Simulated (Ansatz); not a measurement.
Consider the formal exchange of groups at the Si–Al bond: `C[SiH2][SiH]([AlH2])Cl` + CH₄ → `C[SiH2][SiH](C)Cl` + `[AlH3]`.

Gas-phase electronic energies from Ansatz, PBE0-D4/def2-TZVP geometries. CCSD(T)/CBS adds triple-zeta CCSD(T) − MP2 to the extrapolated MP2 energy (def2 sets, frozen cores). This one scheme is used for every species. One conformer a species, not always the lowest.

`C[SiH2][SiH]([AlH2])Cl`:

```xyz
13

C     0.405   -2.068    0.174
Si   -0.891   -0.930   -0.566
Si   -0.768    1.188    0.434
Al    1.364    2.327    0.009
Cl   -2.370    2.333   -0.249
H     0.366   -3.052   -0.299
H     0.239   -2.200    1.246
H     1.410   -1.664    0.034
H    -2.258   -1.489   -0.378
H    -0.661   -0.770   -2.030
H    -0.972    1.003    1.903
H     1.429    3.751   -0.687
H     2.705    1.572    0.411
```

CH₄:

Z-matrix (Å, degrees):
```
C
H 1 1.090
H 1 1.090 2 109.5
H 1 1.090 2 109.5 3 -120.0
H 1 1.090 2 109.5 3 120.0
```

`C[SiH2][SiH](C)Cl`:

Z-matrix (Å, degrees):
```
C
Si 1 1.874
H 1 1.092 2 110.8
H 1 1.092 2 110.2 3 -119.6
H 1 1.092 2 110.9 3 120.3
Si 2 2.341 1 111.0 3 62.3
H 2 1.492 1 110.8 3 -58.7
H 2 1.491 1 110.7 3 -177.8
Cl 6 2.079 2 106.6 1 52.0
C 6 1.864 2 114.1 1 171.9
H 6 1.489 2 111.2 1 -62.9
H 10 1.094 6 110.0 2 63.2
H 10 1.092 6 110.8 2 -56.6
H 10 1.092 6 110.7 2 -177.1
```

`[AlH3]`:

Z-matrix (Å, degrees):
```
Al
H 1 1.586
H 1 1.586 2 120.0
H 1 1.586 2 120.0 3 -179.9
```

```csv
species,CCSD/CBS(def2) energy (Eh)
`C[SiH2][SiH]([AlH2])Cl`,-1322.82426
CH₄,-40.45584
`C[SiH2][SiH](C)Cl`,-1119.49815
`[AlH3]`,-243.77889
```

(1) Work out ΔE.

Largest T1 diagnostic among the species: 0.011.

Answers

(1) ΔE = (-1119.49815) + (-243.77889) − (-1322.82426) − (-40.45584) = 0.00306 Eh = +8.0 kJ/mol. CCSD(T)/CBS gives +9.5 kJ/mol.

From PBE to PBE0 (25 % exact exchange), in def2-TZVPP and without D4, ΔE moves by −4.7 kJ/mol.
